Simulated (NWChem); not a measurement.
Basis-set convergence for BFI$_{2}$

```xyz
4

B      0.0000     0.0000    -0.8079
F      0.0000     0.0000    -2.1184
I     -1.8817     0.0000     0.2180
I      1.8817     0.0000     0.2180
```
Charge 0, spin multiplicity 1.

All runs are NWChem calculations. All single points use one geometry, from B3LYP/def2-SVP with def2 effective core potentials on I, a minimum by its harmonic frequencies.

Quantity: vertical ionisation energy at the level ΔHF (Δ: difference of total energies, the cation a doublet at the parent's geometry with its hole in an orbital of symmetry b1 (C2v labels); it is the state that the SCF runs reached, from PBE0 orbitals for Hartree-Fock references, and need not be the lowest).

Effective core potentials replace the inner electrons of I; spin-orbit coupling is left out. The structure started from a generated list of species. No SCF solution was tested for a lower state. Open-shell Hartree-Fock references start from PBE0 orbitals; any time given for them includes that run.

Costs are rough ratios of processor time within this set of runs, SCF included, with def2-SVP as 1.

```csv
basis,functions,vertical ionisation energy (eV),relative cost
def2-SVP,80,9.63,1
def2-SVPD,113,9.59,under 3
def2-TZVPP,162,9.52,6
def2-TZVP,162,9.52,4
```

Smallest basis within 0.05 eV of def2-TZVP, the largest set run: def2-TZVPP, with 162 functions against 162. def2-TZVP isn't the basis-set limit itself, and a small set can land close by cancellation.
